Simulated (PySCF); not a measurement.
SMILES [SeH][SiH2][SiH2]C(C)(C)C, GFN2-xTB optimised geometry. Atoms within 1.6 Å of the plane z = 0.0 Å (x, y, z in Å): C1 (2.28, 0.17, 1.25), C2 (1.75, -0.53, 0.00), C3 (2.27, -1.97, -0.02), C4 (2.28, 0.20, -1.24), Si5 (-0.17, -0.53, 0.00), Si6 (-0.95, 1.66, 0.00), Se7 (-3.25, 1.66, 0.08), H9 (3.37, 0.15, 1.27), H10 (1.96, 1.21, 1.29), H11 (3.36, -1.99, -0.02), H12 (1.92, -2.51, 0.85), H13 (1.92, -2.49, -0.91), H15 (1.96, 1.24, -1.24), H16 (3.37, 0.18, -1.26), H17 (-0.63, -1.29, -1.17), H18 (-0.63, -1.27, 1.18), H19 (-0.54, 2.51, 1.12), H20 (-0.74, 2.44, -1.22), H21 (-3.37, 0.77, 1.19).

Computed with B3LYP/def2-SVP in PySCF 2.14.0. Cells within 0.4 Å of a nucleus heavier than hydrogen are left out (blank, or x).

Map of the Laplacian of the electron density (e/bohr⁵), clipped to [-1.50, 1.50] on the plane z = 0.0 Å:

```
|55555555555555555555555555555|
|55555555555555555555555555555|
|55555555555555555555555555555|
|55555555555555555555555555555|
|55555555555555555555555555555|
|55555555555555555555555555555|
|55555555555555555555555555555|
|55555555555555555555555555555|
|55555685555665555555555555555|
|555569x9447xx9555555555555555|
|55559xx9449xx9555555555555555|
|55555999445995455555555555555|
|55555555554444455555555555555|
|55555555555444455555555555555|
|55555555555559954554555555555|
|5555555555559xx943xx555555555|
|5555555555558xx944xx555555555|
|55555555555557855543455555555|
|55555555555555555552744555555|
|5555555555555555555xx10255555|
|55555555555555555554944555555|
|55555555555555555555555555555|
|55555555555555555555555555555|
|55555555555555555555555555555|
|55555555555555555555555555555|
|55555555555555555555555555555|
|55555555555555555555555555555|
|55555555555555555555555555555|
|55555555555555555555555555555|
```
Scale: ten equal steps from -1.50 (start of '0') to 1.50 (end of '9'), in the order '0123456789'; x runs from -5.50 to 5.50, y from -5.50 (bottom) to 5.50 (top).
